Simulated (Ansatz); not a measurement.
Consider the ligand exchange at the Al–Br bond: `C[O][AlH][Br]` + CH₃OH → `C[O][AlH][O]C` + HBr.

Isolated molecules relaxed with PBE0-D4/def2-TZVP in Ansatz; ΔE leaves out vibrations. CCSD(T)/CBS adds triple-zeta CCSD(T) − MP2 to the extrapolated MP2 energy (def2 sets, frozen cores). This one scheme is used for every species. Functionals use def2-TZVPP. HSE06 is defined as in plane-wave codes. For Br outer-core shells are correlated without core-valence functions, which leaves a few kJ/mol of doubt a bond. Scalar relativity is left out up to krypton. One conformer a species, not always the lowest.

`C[O][AlH][Br]`:

Cartesian coordinates in Å:
```
C -0.683 -0.983 -0.502
O 0.279 0.026 -0.637
Al 0.951 1.207 0.338
Br 0.249 1.379 2.475
H -1.499 -0.814 -1.211
H -0.234 -1.955 -0.726
H -1.106 -1.022 0.508
H 2.044 2.162 -0.245
```

CH₃OH:

Z-matrix (Å, degrees):
```
C
O 1 1.409
H 1 1.097 2 112.4
H 1 1.090 2 107.0 3 -118.5
H 1 1.097 2 112.4 3 123.0
H 2 0.959 1 108.5 3 -61.6
```

`C[O][AlH][O]C`:

```xyz
12

C     1.610    0.543    1.201
O     0.473    1.302    0.935
Al   -0.970    1.226    0.080
O    -1.432   -0.088   -0.856
C    -0.977   -1.344   -1.253
H     2.504    1.051    0.822
H     1.571   -0.454    0.745
H     1.733    0.413    2.282
H    -1.939    2.452    0.160
H    -0.948   -1.406   -2.346
H    -1.654   -2.125   -0.892
H     0.029   -1.569   -0.877
```

HBr:

Z-matrix (Å, degrees):
```
Br
H 1 1.420
```

Task: Is it downhill or uphill in electronic energy at CCSD(T)/CBS, and by how much? (An estimate is asked.)

Result: Computed: Uphill: ΔE = +37.6 kJ/mol.

Task: What do these levels give: r2SCAN-D4, r2SCANh-D4, HSE06-D4, BHLYP-D4, B2PLYP, PBE, r2SCANh, MP2/def2-SVP, CCSD(T)/def2-SVP, CCSD(T)/def2-TZVPP, HF/CBS(def2), CCSD/CBS(def2)? (An estimate is asked.)

Result: Ansatz gave: r2SCAN-D4 35.9, r2SCANh-D4 37.2, HSE06-D4 41.0, BHLYP-D4 33.2, B2PLYP 31.4, PBE 37.7, r2SCANh 37.9, MP2/def2-SVP 30.1, CCSD(T)/def2-SVP 27.2, CCSD(T)/def2-TZVPP 32.9, HF/CBS(def2) 38.5, CCSD/CBS(def2) 37.7 kJ/mol.

Largest T1 diagnostic among the species: 0.012.

Leaving LDA and LC-ωPBE aside and taking each functional with its dispersion term where it has one, the values, not all of them listed here, spread over 16.4 kJ/mol, from BLYP-D4 to PBE-QIDH. LDA lies −7.7 kJ/mol from PBE without D4. In def2-TZVPP, CCSD(T) changes the Hartree–Fock value by −7.5 kJ/mol (the triples alone add −0.1 kJ/mol) and MP2 by −5.0 kJ/mol.
